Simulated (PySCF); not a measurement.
Structure problem from calculated spectra and properties.

Formula: C5H6SSi.

* UV, strongest line: among the 8 lowest singlet transitions: S2 at 4.61 eV (269 nm, f = 0.033) [TDDFT B3LYP/def2-SVPD]
* Rotational structure: rotational constants A, B, C: 3.360, 0.826, 0.703 GHz [GFN2-xTB]
* UV, first state: lowest singlet excitation: 4.54 eV (273 nm, f = 0.001) [TDDFT B3LYP/def2-SVPD]
* Polarisability: 114.6 au [B3LYP/def2-SVPD]
* 13C NMR: chemical shifts (computed TMS as zero) by class: 79.7 (1 C), 76.2 (1 C), 75.8 (1 C), 73.6 (1 C), 22.6 (1 C) ppm [GIAO PBE0/pcSseg-1]
* NMR, other nuclei: isotropic shieldings of nuclei other than C and H, by class: 405 (1 Si), 627 (1 S) ppm [GIAO PBE0/pcSseg-1]

The electronic properties come from PySCF, for the isolated species, density fitting. Levels stand in brackets. One conformer (not necessarily the lowest) at the GFN2-xTB geometry, without solvent, vibrations or thermal averaging. Each NMR value is the plain mean over a class of atoms that symmetry, rotation or inversion makes alike.

Question: Give a SMILES that accounts for the data.

Answer: Numbering: `[CH:1]#[C:2][C:3]#[C:4][CH2:5][S:6][SiH3:7]`. Its formula, C5H6SSi, gives 4 degrees of unsaturation: 0 rings and 4 π bonds in the structure found. 5 carbons fall into 5 classes; from least to most shielded: alkyne carbon [C3] (79.7 ppm), alkyne carbon [C4] (76.2 ppm), terminal alkyne carbon [C1] (75.8 ppm), alkyne carbon [C2] (73.6 ppm), sp3 carbon bound to sulfur [C5] (22.6 ppm). The other shieldings belong to: 405 ppm, SiH3 silicon [Si7]; 627 ppm, sulfur bonded to C and Si [S6]. The optimised geometry has point group C1 and is an asymmetric top. Structure: `C#CC#CCS[SiH3]`. Computed isomers that give other values at the same levels: `CC#CC1=C[SiH2]S1` (13C chemical shifts (computed TMS as zero) by class: 158.3 (1 C), 127.8 (1 C), 104.5 (1 C), 84.6 (1 C), 6.0 (1 C) ppm); `C#CC1=C[SiH2]CS1` (13C chemical shifts (computed TMS as zero) by class: 155.6 (1 C), 125.7 (1 C), 94.9 (1 C), 82.5 (1 C), 14.2 (1 C) ppm); `C#CC1=CC[SiH2]S1` (13C chemical shifts (computed TMS as zero) by class: 140.6 (1 C), 130.9 (1 C), 90.6 (1 C), 83.6 (1 C), 22.4 (1 C) ppm). The assignments are read from this structure; whether some other isomer fits the data as well wasn't checked.

Conformer computed: `[CH:1]#[C:2][C:3]#[C:4][CH2:5][S:6][SiH3:7]`: C4–C5–S6–Si7 -61°.
